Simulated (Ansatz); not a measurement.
Ti₃F₂ (the lowest singlet isomer of a short search), 5 atoms. Hardware: 4 threads of Arm Neoverse V1 on a shared host.

(1) How many basis functions does each of these Ansatz runs have, and roughly what does it cost? PBE0-D4/def2-TZVPD, charge 0 singlet, energy, from earlier orbitals; r2SCAN-D4/def2-TZVP, charge 1 doublet at the geometry of the charge 0 singlet, energy, from earlier orbitals; PBE-D4/def2-SVP, charge 0 singlet, energy, from earlier orbitals; PBE-D4/def2-TZVPD, charge 0 singlet, energy, from earlier orbitals; PBE0-D4/def2-SVP, charge 0 quintet, relaxation, 24 steps; r2SCAN0-D4/def2-TZVP, charge 0 quintet, energy, from earlier orbitals; PBE0-D4/def2-TZVP, charge 0 singlet, energy, from earlier orbitals; r2SCAN-D4/def2-TZVP, charge 0 quintet, energy, from earlier orbitals; PBE0-D4/def2-TZVP, charge 0 triplet, energy, from earlier orbitals; PBE0-D4/def2-SVP, charge 0 singlet, energy, from earlier orbitals; r2SCAN-D4/def2-TZVPD, charge -1 doublet at the geometry of the charge 0 singlet, energy, from earlier orbitals; HF/STO-3G, charge 0 singlet, energy.

## Answers

(1) Other jobs shared the machine, so times can vary by a factor of up to 3. A dash marks memory too small to be measured apart from the calling script's.

```json
{"run": "HF/STO-3G, charge 0 singlet, energy", "functions": "64", "fitting or Cholesky vectors": "866", "wall time": "0.5 s", "peak host memory (GiB)": "–"}
{"run": "PBE-D4/def2-SVP, charge 0 singlet, energy, from earlier orbitals", "functions": "121", "fitting or Cholesky vectors": "1436", "wall time": "2.2 s", "peak host memory (GiB)": "–"}
{"run": "PBE0-D4/def2-SVP, charge 0 singlet, energy, from earlier orbitals", "functions": "121", "fitting or Cholesky vectors": "1302", "wall time": "3.3 s", "peak host memory (GiB)": "–"}
{"run": "PBE-D4/def2-TZVPD, charge 0 singlet, energy, from earlier orbitals", "functions": "224", "fitting or Cholesky vectors": "1672", "wall time": "4.7 s", "peak host memory (GiB)": "–"}
{"run": "PBE0-D4/def2-TZVP, charge 0 singlet, energy, from earlier orbitals", "functions": "197", "fitting or Cholesky vectors": "1710", "wall time": "5.5 s", "peak host memory (GiB)": "0.7"}
{"run": "PBE0-D4/def2-TZVPD, charge 0 singlet, energy, from earlier orbitals", "functions": "224", "fitting or Cholesky vectors": "1864", "wall time": "8.5 s", "peak host memory (GiB)": "0.86"}
{"run": "r2SCAN-D4/def2-TZVP, charge 1 doublet at the geometry of the charge 0 singlet, energy, from earlier orbitals", "functions": "197", "fitting or Cholesky vectors": "1551", "wall time": "18 s", "peak host memory (GiB)": "–"}
{"run": "PBE0-D4/def2-TZVP, charge 0 triplet, energy, from earlier orbitals", "functions": "197", "fitting or Cholesky vectors": "1710", "wall time": "45 s", "peak host memory (GiB)": "1.4"}
{"run": "r2SCAN-D4/def2-TZVPD, charge -1 doublet at the geometry of the charge 0 singlet, energy, from earlier orbitals", "functions": "224", "fitting or Cholesky vectors": "1672", "wall time": "54 s", "peak host memory (GiB)": "0.93"}
{"run": "r2SCAN-D4/def2-TZVP, charge 0 quintet, energy, from earlier orbitals", "functions": "197", "fitting or Cholesky vectors": "1551", "wall time": "62 s", "peak host memory (GiB)": "0.71"}
{"run": "r2SCAN0-D4/def2-TZVP, charge 0 quintet, energy, from earlier orbitals", "functions": "197", "fitting or Cholesky vectors": "1710", "wall time": "1.8 min", "peak host memory (GiB)": "1.4"}
{"run": "PBE0-D4/def2-SVP, charge 0 quintet, relaxation, 24 steps", "functions": "121", "fitting or Cholesky vectors": "1474", "wall time": "3.7 min", "peak host memory (GiB)": "0.56"}
```
